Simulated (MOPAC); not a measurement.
MOPAC input (MNDO):

```
MNDO PRECISE GNORM=0.05 LET XYZ CHARGE=-1 GEO-OK AUX(PRECISION=9) THREADS=1
CH3Si

C    -1.11056998 1    0.02553653 1   -0.04779558 1
Si    0.64940984 1   -0.11713465 1    0.02966460 1
H    -1.69010245 1    0.94834355 1   -0.08800704 1
H    -1.74251990 1   -0.86510146 1   -0.05979506 1
H     1.00430453 1    1.40342380 1    0.01927110 1
```

Output:

```
 *******************************************************************************
 **                                                                           **
 **                              MOPAC v23.2.5                                **
 **                                                                           **
 *******************************************************************************
 ** MOPAC's Digital Object Identifier: https://doi.org/10.5281/zenodo.6511958 **
 **                                                                           **
 ** Please cite the open-source release paper for use of this MOPAC version:  **
 ** J. E. Moussa and J. J. P. Stewart (2026)                                  **
 ** MOPAC: An open-source semiempirical molecular orbital program             **
 ** J. Open Source Softw., 11(119), 8025, https://doi.org/10.21105/joss.08025 **
 *******************************************************************************

                              MNDO CALCULATION RESULTS

 *******************************************************************************
 *  MNDO       - The MNDO Hamiltonian to be used
 *  GEO-OK     - OVERRIDE INTERATOMIC DISTANCE AND OTHER SAFETY CHECKS
 *
 *
 *
 *                 CHARGE ON SYSTEM = -1
 *
 *
 *
 *  LET        - OVERRIDE SOME SAFETY CHECKS
 *  PRECISE    - TIGHTER CRITERIA TO BE USED
 *  XYZ        - CARTESIAN COORDINATE SYSTEM TO BE USED
 *  GNORM      - EXIT WHEN GRADIENT NORM DROPS BELOW 0.050
 *  AUX        - OUTPUT AUXILIARY INFORMATION
 *******************************************************************************
MNDO PRECISE GNORM=0.05 LET XYZ CHARGE=-1 GEO-OK AUX(PRECISION=9) THREADS=1
 CH3Si

   ATOM   CHEMICAL          X               Y               Z
  NUMBER   SYMBOL      (ANGSTROMS)     (ANGSTROMS)     (ANGSTROMS)

     1       C         -1.11056998  *   0.02553653  *  -0.04779558  *
     2      Si          0.64940984  *  -0.11713465  *   0.02966460  *
     3       H         -1.69010245  *   0.94834355  *  -0.08800704  *
     4       H         -1.74251990  *  -0.86510146  *  -0.05979506  *
     5       H          1.00430453  *   1.40342380  *   0.01927110  *

          CARTESIAN COORDINATES

    NO.       ATOM           X           Y           Z

     1         C         -1.1106      0.0255     -0.0478
     2        Si          0.6494     -0.1171      0.0297
     3         H         -1.6901      0.9483     -0.0880
     4         H         -1.7425     -0.8651     -0.0598
     5         H          1.0043      1.4034      0.0193

  H: (MNDO): M.J.S. DEWAR, W. THIEL, J. AM. CHEM. SOC., 99, 4899, (1977)
  C: (MNDO): M.J.S. DEWAR, W. THIEL, J. AM. CHEM. SOC., 99, 4899, (1977)
 Si: (MNDO): M.J.S.DEWAR, ET. AL. ORGANOMETALLICS  5, 375 (1986)

           Empirical Formula: C H3 Si  =     5 atoms

      MOLECULAR POINT GROUP   :   Cs

      RHF CALCULATION, NO. OF DOUBLY OCCUPIED LEVELS = 6

          Geometry optimization using EF

          DIAGONAL MATRIX USED AS START HESSIAN

 CYCLE:     1  GRAD.:   137.971 HEAT:  72.37327
 CYCLE:     2  GRAD.:   234.372 HEAT:  73.73086
 CYCLE:     3  GRAD.:   130.779 HEAT:  67.19712
 CYCLE:     4  GRAD.:   142.060 HEAT:  69.17454
 CYCLE:     5  GRAD.:   145.688 HEAT:  73.09703
 CYCLE:     6  GRAD.:    81.762 HEAT:  64.21004
 CYCLE:     7  GRAD.:    84.987 HEAT:  64.97634
 CYCLE:     8  GRAD.:    34.340 HEAT:  62.41421
 CYCLE:     9  GRAD.:    25.466 HEAT:  62.02408
 CYCLE:    10  GRAD.:     2.796 HEAT:  61.84914
 CYCLE:    11  GRAD.:     0.949 HEAT:  61.84635
 CYCLE:    12  GRAD.:     0.277 HEAT:  61.84576
 CYCLE:    13  GRAD.:     0.156 HEAT:  61.84553
 CYCLE:    14  GRAD.:     0.109 HEAT:  61.84542
 CYCLE:    15  GRAD.:     0.031 HEAT:  61.84541

     GRADIENT =  0.03113 IS LESS THAN CUTOFF =  0.05000

 -------------------------------------------------------------------------------
 MNDO PRECISE GNORM=0.05 LET XYZ CHARGE=-1 GEO-OK AUX(PRECISION=9) THREADS=1
 CH3Si

     GEOMETRY OPTIMISED USING EIGENVECTOR FOLLOWING (EF).
     SCF FIELD WAS ACHIEVED

                              MNDO CALCULATION
                                                       MOPAC v23.2.5 Linux

          FINAL HEAT OF FORMATION =         61.84541 KCAL/MOL =     258.76120 KJ/MOL

          COSMO AREA              =         90.95 SQUARE ANGSTROMS
          COSMO VOLUME            =         77.50 CUBIC ANGSTROMS

          GRADIENT NORM           =          0.03113          =       0.01392 PER ATOM
          IONIZATION POTENTIAL    =          0.978707 EV
          HOMO LUMO ENERGIES (EV) =         -0.979  7.077
          NO. OF FILLED LEVELS    =          6
          MOLECULAR WEIGHT        =         43.1202         POINT GROUP:  Cs

          MOLECULAR DIMENSIONS (Angstroms)

            Atom       Atom       Distance
            H     5    H     4     3.49419
           Si     2    H     3     2.13490
            C     1    H     3     0.00000

          SCF CALCULATIONS        =         16

   ATOM   CHEMICAL          X               Y               Z
  NUMBER   SYMBOL      (ANGSTROMS)     (ANGSTROMS)     (ANGSTROMS)

     1       C         -1.04725631  *  -0.00554516  *  -0.04457333  *
     2      Si          0.58457245  *  -0.06845374  *   0.02608188  *
     3       H         -1.62199948  *   0.92502546  *  -0.08471088  *
     4       H         -1.72531880  *  -0.85946074  *  -0.05915613  *
     5       H          1.04269798  *   1.27142254  *   0.02312491  *

                             CARTESIAN COORDINATES

   1    C       -1.047256311    -0.005545160    -0.044573334
   2   Si        0.584572448    -0.068453739     0.026081877
   3    H       -1.621999481     0.925025458    -0.084710877
   4    H       -1.725318798    -0.859460736    -0.059156126
   5    H        1.042697980     1.271422543     0.023124907

           Empirical Formula: C H3 Si  =     5 atoms

      MOLECULAR POINT GROUP   :   Cs

                  EIGENVALUES
 -22.89656  -9.24462  -7.43212  -5.29033  -1.66105  -0.97871   7.07749   8.92677
  11.07583  11.31324  12.38301

              NET ATOMIC CHARGES AND DIPOLE CONTRIBUTIONS

  ATOM NO.   TYPE          CHARGE      No. of ELECS.   s-Pop       p-Pop
    1          C          -0.643000        4.6430     1.29214     3.35086
    2         Si           0.131426        3.8686     1.46544     2.40314
    3          H          -0.061142        1.0611     1.06114
    4          H          -0.045892        1.0459     1.04589
    5          H          -0.381393        1.3814     1.38139
 DIPOLE           X         Y         Z       TOTAL
 POINT-CHG.     2.719    -2.509     0.158     3.703
 HYBRID        -3.013     3.049    -0.180     4.290
 SUM           -0.294     0.540    -0.022     0.615

          ATOMIC ORBITAL ELECTRON POPULATIONS

     Atom    s        px        py        pz
    1  C   1.29214   1.03890   0.85341   1.45855
    2 Si   1.46544   0.91310   0.94822   0.54181
    3  H   1.06114
    4  H   1.04589
    5  H   1.38139

 **********************
 *                    *
 * JOB ENDED NORMALLY *
 *                    *
 **********************

 == MOPAC DONE ==
```

The dipole moment of an ion depends on the origin.
